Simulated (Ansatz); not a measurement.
Two isomers of C3H10BNSi: A = `BN([SiH3])CC=C`, B = `BN(C=C)[SiH2]C`.

Isolated molecules relaxed with PBE0-D4/def2-TZVP in Ansatz; ΔE leaves out vibrations. CBS: MP2 limit from def2 TZ/QZ plus the TZ coupled-cluster correction, frozen cores. DFT in def2-TZVPP. Each species was taken in one conformer, which may not be the lowest.

Task: Which isomer does CCSD(T)/CBS put lower? Give the gap. (Best estimate.)

Result: The calculation gave: B, by 14.6 kcal/mol.

Task: Give E(B) − E(A) in kcal/mol with LDA (SPW92), r2SCAN-D4, MP2/def2-TZVPP, ωB97M-V, CCSD(T)/def2-SVP, B2PLYP, HF/def2-TZVPP. (Estimate.)

Result: Ansatz gave: LDA (SPW92) -16.4, r2SCAN-D4 -16.6, MP2/def2-TZVPP -14.8, ωB97M-V -15.1, CCSD(T)/def2-SVP -10.6, B2PLYP -14.9, HF/def2-TZVPP -12.9. None reverses the order clearly.

Task: Does the order hold for the free energy at 298.15 K (harmonic terms from PBE0-D4)? (Best estimate.)

Result: Ansatz gave: Yes: G(B) − G(A) = -14.0 kcal/mol, for one conformer each.

Largest T1 diagnostic: 0.012.

At CCSD(T), def2-SVP lies +3.9 kcal/mol from the extrapolated value and def2-TZVPP +0.5 kcal/mol. In def2-TZVPP, CCSD(T) changes the Hartree–Fock value by −1.1 kcal/mol (the triples alone add −0.2 kcal/mol) and MP2 by −1.9 kcal/mol.
